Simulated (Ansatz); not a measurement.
`C[SiH2]B(N)Cl` → `CB(N)Cl` + `[SiH2]` at 400 K and 1 bar (silylene formation by 1,1-elimination).

Isolated molecules relaxed with PBE0-D4/def2-TZVP in Ansatz; ΔE leaves out vibrations. CCSD(T)/CBS is the MP2 limit (def2-TZVPP, def2-QZVPP) plus CCSD(T) − MP2 in def2-TZVPP, frozen cores. This one scheme is used for every species. One conformer a species, not always the lowest.

| species | CCSD(T)/CBS energy (Eh) | H − E (kJ/mol) | S (J/(mol·K)) |
| --- | --- | --- | --- |
| `C[SiH2]B(N)Cl` | -870.71707 | 264.8 | 406.4 |
| `CB(N)Cl` | -580.44617 | 209.1 | 333.5 |
| `[SiH2]` | -290.19011 | 44.2 | 218.1 |

H − E and S are ideal-gas, rigid-rotor, harmonic terms from PBE0-D4/def2-TZVP, for one conformer and one mirror image of each species. 1 Eh = 2625.50 kJ/mol, R = 8.31446 J/(mol·K).

Question: By hand: ΔE, ΔH, ΔS and ΔG.

Answer: ΔE = (-580.44617) + (-290.19011) − (-870.71707) = 0.08079 Eh = 212.1 kJ/mol. Δ(H − E) = 209.1 + 44.2 − 264.8 = -11.5, so ΔH = 200.6 kJ/mol. ΔS = 333.5 + 218.1 − 406.4 = 145.2 J/(mol·K). ΔG = 200.6 − 400 × (145.2)/1000 = 142.5 kJ/mol.

Question: By hand: the equilibrium constant, and the temperature at which ΔG would vanish if ΔH and ΔS stayed fixed.

Answer: log₁₀ K = −ΔG/(RT ln 10) = -18.6. ΔG = 0 at ΔH/ΔS = 1382 K.

The number of gas molecules changes by +1, which sets the sign of ΔS. A doubt of 5 kJ/mol in ΔE shifts log₁₀ K by 0.7 here. Other conformers and mirror images would add mixing entropy, several J/(mol·K) or more a flexible species. Modes under 60 cm⁻¹, often nearly free rotors, make the harmonic entropy too high. These are equilibria of isolated gas molecules and say nothing of rates. Largest T1 diagnostic: 0.014 (customary marks: 0.02 for closed shells, 0.045 for open ones).
